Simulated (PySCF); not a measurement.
**How methods differ on the interval between two levels of Os**

Os [Xe] 4f14 5d6 6s2 [5D4, M_J = 4] → Os [Xe] 4f14 5d8 [3F4, M_J = 4], as a difference of total energies. Calculation: PySCF 2.14, in x2c-SVPall-2c with one added diffuse shell each of s, d type (8s9p10d2f, 99 functions); the two-component X2C-1e Hamiltonian. "Screened" scales the spin-orbit matrix elements by Boettger's factors to mimic the two-electron term; Breit and QED terms are absent.

```json
{"method": "GHF (spin-free)", "interval between two levels (cm⁻¹)": "32141"}
{"method": "GHF (screened spin-orbit)", "interval between two levels (cm⁻¹)": "32740"}
```

The labels give the starting determinants; with spin-orbit coupling the two ends relaxed to ⟨J²⟩ = 20.09, ⟨L²⟩ = 6.82, ⟨S²⟩ = 5.72 and ⟨J²⟩ = 20.26, ⟨L²⟩ = 12.68, ⟨S²⟩ = 2.12.
